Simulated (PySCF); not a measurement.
Spectrum to structure. Computed with PySCF 2.14.0, density-fitted response routines, TDDFT CAM-B3LYP/def2-SVPD, vertical, gas phase, core orbitals frozen in the response. Geometries: GFN2-xTB, one conformer each.

```
state  E (eV)       f  main configurations (H = HOMO, L = LUMO)
   S1    6.12  0.0014                    H→L (75%), H→L+1 (15%)
   S2    6.90   0.013       H→L+3 (65%), H→L+1 (12%), H→L (12%)
   S3    7.04  0.0047                  H→L+2 (61%), H→L+4 (20%)
   S4    7.31   0.026     H→L+1 (37%), H→L+4 (22%), H→L+2 (16%)
   S5    7.62  0.0018      H→L+5 (46%), H→L+6 (28%), H→L+4 (9%)
   S6    7.65   0.044     H→L+5 (24%), H→L+4 (23%), H→L+1 (18%)
   S7    7.78  0.0058                  H→L+6 (40%), H→L+4 (15%)
   S8    7.89   0.015                 H-1→L+2 (47%), H→L+5 (8%)
```

Triplets computed (Tamm–Dancoff): 5.84, 6.70, 6.88 eV.

Question: Which structure fits? All have the formula C4H10FNSi.
A. `N(C)([SiH2]F)C1CC1`
B. `CN1C[C@H](F)C[SiH2]1`
C. `F[C@@H]([SiH3])[C@H]1CCN1`
D. `F[C@@H]([SiH3])[C@@H]1CCN1`

Answer: D. Its S1 lies at 6.12 eV; the nearest of the others has S1 at 6.39 eV. S1 is HOMO→LUMO (75%), HOMO→LUMO+1 (15%). Löwdin shares by element: HOMO nitrogen 55%, carbon 18% or more, hydrogen 4% or more (atoms not listed hold the other 23%); LUMO hydrogen 22% or more, carbon 14% or more, silicon 12% (atoms not listed hold the other 53%). At the same level the other candidates give, for their lowest levels:
- `CN1C[C@H](F)C[SiH2]1`: 5.64 eV (f 0.003); 6.08 eV (f 0.020); 6.80 eV (f 0.015); 7.16 eV (f 0.003); 7.29 eV (f 0.028); T1 5.44 eV; HOMO -7.82, LUMO 1.10 eV
- `F[C@@H]([SiH3])[C@H]1CCN1`: 6.39 eV (f 0.002); 7.14 eV (f 0.006); 7.18 eV (f 0.015); 7.35 eV (f 0.007); 7.65 eV (f 0.010); T1 6.13 eV; HOMO -8.44, LUMO 1.15 eV
- `CN([SiH2]F)C1CC1`: 5.73 eV (f 0.010); 6.31 eV (f 0.005); 6.88 eV (f 0.022); 6.89 eV (f 0.011); 7.05 eV (f 0.013); T1 5.55 eV; HOMO -7.81, LUMO 1.11 eV

Conformer computed: `[F:1][C@@H:2]([SiH3:3])[C@@H:4]1[CH2:5][CH2:6][NH:7]1`: F1–C2–C4–C5 -67°.

Without π bonds the low states are Rydberg-like; a valence basis with one diffuse set may place them up to an eV too high.
